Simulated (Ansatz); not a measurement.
`CC(C)[NH][AlH2]` from Hartree–Fock to CCSD(T)

```xyz
15

C    -0.636   -1.522    0.397
C     0.254   -0.330    0.070
C     1.047   -0.575   -1.207
N    -0.515    0.900   -0.011
Al   -0.387    2.351    0.989
H    -1.175   -1.357    1.331
H    -0.051   -2.441    0.490
H    -1.374   -1.675   -0.397
H     0.968   -0.204    0.893
H     1.709    0.267   -1.418
H     1.652   -1.482   -1.132
H     0.370   -0.694   -2.059
H    -1.199    0.858   -0.757
H     0.703    2.350    2.139
H    -1.366    3.555    0.672
```

Charge 0, multiplicity 1. The geometry is a stationary point of PBE0-D4/def2-TZVP. It is one conformer, not always the lowest. Frozen core, restricted reference, the Gaussian-basis code of Ansatz. CBS rows extrapolate triple and quadruple zeta; past MP2 they add the triple-zeta difference.

```csv
basis,HF (Eh),MP2 corr.,CCSD corr.,(T),CCSD(T) total
def2-SVP,?,-0.67503,-0.74014,-0.02124,?
def2-TZVPP,-415.89105,?,-0.88314,?,?
def2-QZVPP,-415.90688,?,–,–,–
CBS(def2),-415.90907,-0.92202,-0.97675,as TZ,-416.91949
```

Task: Fill in the withheld values. (Estimate.)

Result: Ansatz gave: def2-SVP HF (Eh): -415.61321; def2-SVP CCSD(T) total: -416.37459; def2-TZVPP MP2 corr.: -0.82841; def2-TZVPP (T): -0.03367; def2-TZVPP CCSD(T) total: -416.80786; def2-QZVPP MP2 corr.: -0.88219.
